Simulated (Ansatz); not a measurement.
`[NH2][Ga]([SH])[SiH2]F` and `[NH2][Ga]([NH2])[SH]` differ in one atom or group.

Ansatz, PBE0-D4/def2-TZVP geometries, multiplicity 1. Each molecule was computed in one conformer, which needn't be the lowest.

Scalar relativity is left out up to krypton.

```
                                          property  `[NH2][Ga]([SH])[SiH2]F`
               HOMO energy (B3LYP/def2-TZVPP) / eV                     -7.02
              HOMO–LUMO gap (PBE0/def2-TZVPP) / eV                      6.18
               LUMO energy (B3LYP/def2-TZVPP) / eV                     -1.29
    zero-point energy (PBE0-D4/def2-TZVP) / kJ/mol                     144.2
size of the dipole moment (ωB97M-V/def2-TZVPP) / D                      1.38
             HOMO energy (ωB97M-V/def2-TZVPP) / eV                     -9.50
```

Task: What does the change do to each property? (An estimate is asked.)

Result: The calculation gave: 
```json
{"property": "HOMO energy (B3LYP/def2-TZVPP) / eV", "`[NH2][Ga]([NH2])[SH]`": "-6.81", "shift": "0.21"}
{"property": "HOMO–LUMO gap (PBE0/def2-TZVPP) / eV", "`[NH2][Ga]([NH2])[SH]`": "6.97", "shift": "0.79"}
{"property": "LUMO energy (B3LYP/def2-TZVPP) / eV", "`[NH2][Ga]([NH2])[SH]`": "-0.44", "shift": "0.85"}
{"property": "zero-point energy (PBE0-D4/def2-TZVP) / kJ/mol", "`[NH2][Ga]([NH2])[SH]`": "156.8", "shift": "12.6"}
{"property": "size of the dipole moment (ωB97M-V/def2-TZVPP) / D", "`[NH2][Ga]([NH2])[SH]`": "2.17", "shift": "0.79"}
{"property": "HOMO energy (ωB97M-V/def2-TZVPP) / eV", "`[NH2][Ga]([NH2])[SH]`": "-9.38", "shift": "0.12"}
```

With PBE0 the HOMO rises by 0.21 eV and the LUMO rises by 1.00 eV, so the gap widens by about 0.79 eV. PBE moves the HOMO by 0.35 eV and ωB97M-V by 0.12 eV. The zero-point energy changes by 12.6 kJ/mol with -3 modes. Dipoles are sizes alone; their direction can turn.

B3LYP here is the variant with VWN-RPA as its local correlation; programs differ in this.
